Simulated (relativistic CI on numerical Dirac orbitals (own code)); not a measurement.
# Ta+: resonant inelastic scattering at the O2,3 edge

Computed with this model: Dirac-Coulomb-Breit CI, KLI orbitals optimised for each configuration, model QED (radiative potential, 1s self-energy scaled to tabulated hydrogen-like ionisation energies), valence Slater integrals scaled by 0.7, Kramers-Heisenberg scattering through one core-hole configuration in a parametric crystal field; configurations [Xe] 4f14 5d4 → [Kr] 4d10 4f14 5s2 5p5 5d5; 300 K; core-hole width 0.6 eV; summed over polarisations. Incident energies are the highest absorption maxima for each field (at most a few, so the weaker spin-orbit partner edge can be absent), on the computed scale of the free ion. Intensities are in per cent of the strongest line above 0.02 eV; levels within 1 cm⁻¹ are merged; final levels count from the ground level, the first row holds all elastic scattering, lines under 0.4 are left out and each table stops after 24 rows. The scale of the Slater integrals is a model choice and moves the terms in proportion. The configuration is assumed, with all valence electrons in the open shell; the free ion's ground configuration is another.

Field parameters in Wybourne normalisation: Oh B⁴₀ = 21Dq, B⁴₄ = √(5/14) B⁴₀. The field is a parameter set, without covalency.

S is read from ⟨S²⟩ = S(S + 1).

Oh, 10Dq = 4050 cm⁻¹:

```csv
Final level (eV),Degeneracy,Irrep,S,36.1 eV,39 eV,40.2 eV
0.000,1,A1,1.85,267.1,34.6,81.9
0.076,3,T1,1.93,97.6,29.5,100.0
0.135,2,E,1.96,4.8,14.4,41.8
0.161,3,T2,1.97,2.9,9.8,35.7
0.596,3,T2,1.93,0.7,10.7,51.6
0.611,3,T1,1.92,2.3,6.3,41.7
0.632,1,A1,1.90,4.7,2.7,18.9
0.702,2,E,1.86,0.9,2.3,12.1
0.704,3,T1,1.90,3.8,4.3,9.5
0.709,1,A1,1.16,9.4,3.8,9.1
0.743,3,T2,1.78,1.5,0.6,0.8
0.839,3,T1,1.11,2.2,4.2,1.6
0.847,3,T2,1.14,0.6,0.7,2.6
0.866,2,E,1.05,0.1,4.8,3.1
1.164,3,T2,0.93,0.1,7.6,0.4
1.172,3,T1,0.99,0.2,2.6,0.5
1.231,1,A1,1.08,0.4,1.2,3.5
1.233,2,E,0.97,0.4,8.0,2.3
1.250,3,T1,1.05,0.4,9.6,3.5
1.292,3,T2,0.95,0.1,1.3,1.7
1.359,3,T1,1.07,0.0,0.9,0.6
1.400,3,T2,0.93,0.3,2.1,3.9
1.406,3,T1,1.02,0.3,0.6,0.2
1.418,2,E,0.91,0.2,0.3,0.5
```

Oh, 10Dq = 9100 cm⁻¹:

| Final level (eV) | Degeneracy | Irrep | S | 36.4 eV | 37.9 eV | 38.4 eV |
| --- | --- | --- | --- | --- | --- | --- |
| 0.000 | 1 | A1 | 1.46 | 424.2 | 123.7 | 134.4 |
| 0.124 | 3 | T1 | 1.62 | 100.0 | 60.0 | 53.6 |
| 0.223 | 2 | E | 1.78 | 2.3 | 16.4 | 21.5 |
| 0.259 | 3 | T2 | 1.80 | 4.4 | 5.0 | 4.5 |
| 0.477 | 1 | A1 | 1.62 | 42.3 | 11.9 | 2.3 |
| 0.479 | 3 | T2 | 1.21 | 0.3 | 2.3 | 1.6 |
| 0.504 | 3 | T1 | 1.48 | 25.9 | 3.9 | 2.0 |
| 0.525 | 2 | E | 1.27 | 2.6 | 2.0 | 0.5 |
| 0.932 | 3 | T2 | 0.45 | 0.1 | 7.0 | 6.0 |
| 0.996 | 2 | E | 0.49 | 0.4 | 16.2 | 11.9 |
| 1.161 | 1 | A1 | 1.40 | 7.9 | 23.4 | 12.2 |
| 1.214 | 3 | T1 | 1.48 | 5.3 | 49.7 | 43.5 |
| 1.273 | 3 | T1 | 1.46 | 0.5 | 8.1 | 7.5 |
| 1.302 | 3 | T2 | 1.81 | 4.3 | 9.8 | 24.9 |
| 1.343 | 2 | E | 1.40 | 0.3 | 2.0 | 0.5 |
| 1.374 | 3 | T1 | 1.14 | 1.8 | 4.6 | 0.7 |
| 1.381 | 3 | T2 | 1.22 | 0.3 | 0.2 | 6.4 |
| 1.423 | 3 | T2 | 1.42 | 2.9 | 0.7 | 4.1 |
| 1.505 | 3 | T1 | 1.50 | 0.5 | 9.8 | 22.1 |
| 1.514 | 1 | A1 | 1.50 | 5.2 | 15.0 | 21.4 |
| 1.523 | 3 | T2 | 0.97 | 2.9 | 0.5 | 6.8 |
| 1.531 | 2 | E | 0.99 | 0.5 | 5.8 | 1.9 |
| 1.579 | 3 | T1 | 1.01 | 0.1 | 4.3 | 7.0 |
| 1.588 | 3 | T2 | 1.14 | 3.9 | 7.2 | 28.1 |

For the first field the strongest loss at the lowest incident energy is the level at 0.08 eV (S = 1.93, against 1.86 in the thermal ground state). Levels of other spin, the first over 8 % at 0.71 eV, appear because spin-orbit coupling of the core hole, and in heavier ions of the valence shell too, mixes spins.
